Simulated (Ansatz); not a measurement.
The same substitution along the group F, Cl, Br.

Isolated molecules relaxed with PBE0-D4/def2-TZVP in Ansatz; ΔE leaves out vibrations. CCSD(T)/CBS adds triple-zeta CCSD(T) − MP2 to the extrapolated MP2 energy (def2 sets, frozen cores). This one scheme is used for every species. Functionals use def2-TZVPP. def2 core potentials past Kr. For Br, Te outer-core shells are correlated without core-valence functions, which leaves a few kJ/mol of doubt a bond. Scalar relativity is left out up to krypton.

```json
{"reaction": "`F[C]1=[CH][AlH]1` + H₂Te → `[TeH][C]1=[CH][AlH]1` + H–F", "CCSD(T)/CBS(def2) (kJ/mol)": "-66"}
{"reaction": "`Cl[C]1=[CH][AlH]1` + H₂Te → `[TeH][C]1=[CH][AlH]1` + HCl", "CCSD(T)/CBS(def2) (kJ/mol)": "?"}
{"reaction": "`Br[C]1=[CH][AlH]1` + H₂Te → `[TeH][C]1=[CH][AlH]1` + HBr", "CCSD(T)/CBS(def2) (kJ/mol)": "-28"}
```

Task: Fill in the missing values. (Best estimate.)

Result: Ansatz gave: `Cl[C]1=[CH][AlH]1` + H₂Te → `[TeH][C]1=[CH][AlH]1` + HCl: -36.9 kJ/mol.

Largest T1 diagnostic: 0.015, for `F[C]1=[CH][AlH]1`.
